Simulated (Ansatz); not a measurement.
One change: `[OH][Al]([OH])[SH]` becomes `[OH][In]([OH])[SH]`.

Ansatz, PBE0-D4/def2-TZVP geometries, multiplicity 1. Each molecule was computed in one conformer, which needn't be the lowest.

Elements past krypton have def2 core potentials.

```csv
property,`[OH][Al]([OH])[SH]`
size of the dipole moment (B3LYP/def2-TZVPP) / D,3.03
size of the dipole moment (PBE/def2-TZVPP) / D,2.91
HOMO–LUMO gap (B3LYP/def2-TZVPP) / eV,6.45
HOMO energy (B3LYP/def2-TZVPP) / eV,-7.31
HOMO–LUMO gap (ωB97M-V/def2-TZVPP) / eV,10.78
HOMO–LUMO gap (PBE/def2-TZVPP) / eV,4.97
```

(1) Give the same properties after the change, and the shifts. (Estimate.)

Results:

(1) Ansatz gave: 
| property | `[OH][In]([OH])[SH]` | shift |
| --- | --- | --- |
| size of the dipole moment (B3LYP/def2-TZVPP) / D | 0.88 | -2.15 |
| size of the dipole moment (PBE/def2-TZVPP) / D | 0.75 | -2.16 |
| HOMO–LUMO gap (B3LYP/def2-TZVPP) / eV | 5.47 | -0.98 |
| HOMO energy (B3LYP/def2-TZVPP) / eV | -7.60 | -0.29 |
| HOMO–LUMO gap (ωB97M-V/def2-TZVPP) / eV | 10.14 | -0.64 |
| HOMO–LUMO gap (PBE/def2-TZVPP) / eV | 3.89 | -1.08 |

With PBE0 the HOMO falls by 0.27 eV and the LUMO falls by 1.25 eV, so the gap narrows by about 0.98 eV. PBE moves the HOMO by -0.21 eV and ωB97M-V by -0.30 eV. Dipoles are sizes alone; their direction can turn.

B3LYP here is the variant with VWN-RPA as its local correlation; programs differ in this.
